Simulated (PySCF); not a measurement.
## Correlation energy of Fe⁸⁺ (iron, charge +8)

Starting occupation: [Ar]. Calculation: PySCF 2.14, in an even-tempered Gaussian basis (20 s from 0.43 bohr⁻², ratio 2.4; 14 p from 0.56 bohr⁻², ratio 2.4; 5 d from 4.4 bohr⁻², ratio 2.6; 4 f from 6.5 bohr⁻², ratio 2.6); X2C-1e with screened-nucleus spin-orbit coupling, Gaussian nucleus. Frozen: 1s2; 16 electrons correlated; the 52 highest virtual spinors left out.

MP2 pair energies summed by pair of shells (mhartree):

```tsv
pair	energy	share (%)
2p1/2-2p3/2	-83.12	14.4
2p3/2-2p3/2	-81.30	14.1
3p3/2-3p3/2	-70.19	12.2
3p1/2-3p3/2	-68.34	11.9
2p3/2-3p3/2	-37.34	6.5
2p3/2-2s1/2	-36.45	6.3
3p3/2-3s1/2	-25.24	4.4
2p3/2-3p1/2	-20.36	3.5
2p1/2-2p1/2	-19.96	3.5
2p1/2-3p3/2	-19.69	3.4
3p1/2-3p1/2	-18.47	3.2
2p1/2-2s1/2	-18.30	3.2
3p1/2-3s1/2	-12.75	2.2
2p3/2-3s1/2	-11.26	2.0
2s1/2-3p3/2	-10.49	1.8
2s1/2-2s1/2	-10.15	1.8
3s1/2-3s1/2	-8.94	1.6
2p1/2-3p1/2	-8.67	1.5
2p1/2-3s1/2	-5.55	1.0
2s1/2-3p1/2	-5.38	0.9
2s1/2-3s1/2	-4.55	0.8
```

Total MP2 correlation energy: -576.52 mhartree.
